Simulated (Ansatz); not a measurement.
Isolated molecules relaxed with PBE0-D4/def2-TZVP in Ansatz; ΔE leaves out vibrations. CCSD(T)/CBS is the MP2 limit (def2-TZVPP, def2-QZVPP) plus CCSD(T) − MP2 in def2-TZVPP, frozen cores. DFT in def2-TZVPP. B3LYP here is the variant with VWN-RPA as its local correlation; programs differ in this. def2 core potentials past Kr. For Sn outer-core shells are correlated without core-valence functions, which leaves a few kJ/mol of doubt a bond. Each species was taken in one conformer, which may not be the lowest.

Reaction (substitution at a C–Si bond): `CO[Si](C)(O)F` + `C[O][SnH2][SH]` → `C[O][SnH2][S]C` + `CO[SiH](O)F`

```csv
level,ΔE (kJ/mol),difference from CCSD(T)/CBS
ωB97X-V,68.7,1.4
ωB97M-V,71.8,4.5
r2SCAN,72.4,5.1
B3LYP,67.7,0.4
CCSD/def2-TZVPP,70.8,3.5
MP2/def2-QZVPP,66.0,-1.3
SCS-MP2/def2-QZVPP,63.6,-3.7
HF/CBS(def2),68.0,0.7
MP2/CBS(def2),65.2,-2.1
CCSD/CBS(def2),68.6,1.3
CCSD(T)/CBS,67.3,0
```

Largest T1 diagnostic among the species: 0.013.

From PBE to PBE0 (25 % exact exchange), in def2-TZVPP and without D4, ΔE moves by +3.0 kJ/mol.
